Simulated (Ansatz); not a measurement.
CdO₂. Total charge 0; singlet. Geometry r2SCAN-D4/def2-TZVP; atoms count from 1.

```xyz
3

Cd   -1.510    0.899   -0.384
O     1.287   -0.311    0.500
O     0.223   -0.588   -0.116
```

In the def2 sets Cd takes a core potential; there is no spin–orbit coupling. The structure holds 1 bond(s) between oxygen atoms. The restricted singlet is unstable: a solution with broken spin symmetry lies lower. The geometry of the singlet was relaxed on an unsound state (an occupied level 0.19 eV above an empty one). At PBE0-D4/def2-TZVP a triplet of charge 0 lies 1.67 eV below the restricted singlet, each at its own geometry. The structure comes from a short search, and lower isomers may exist.

Estimate the Mulliken populations from the PBE0/def2-TZVP orbitals of Ansatz.


```csv
atom,charge (e),d electrons
Cd1,0.29,10.00
O2,-0.13,–
O3,-0.16,–
```
Mulliken values and Mayer orders depend strongly on the basis.

And the Mayer bond orders between bonded heavy atoms (over 0.3)?

Cd1–O3 0.44 (2.30 Å); O2–O3 1.44 (1.26 Å). Values over 0.3 also appear between atoms too far apart for a bond (Cd1–O2 0.34 at 3.17 Å); they arise where an orbital or an unpaired electron spreads over both atoms.
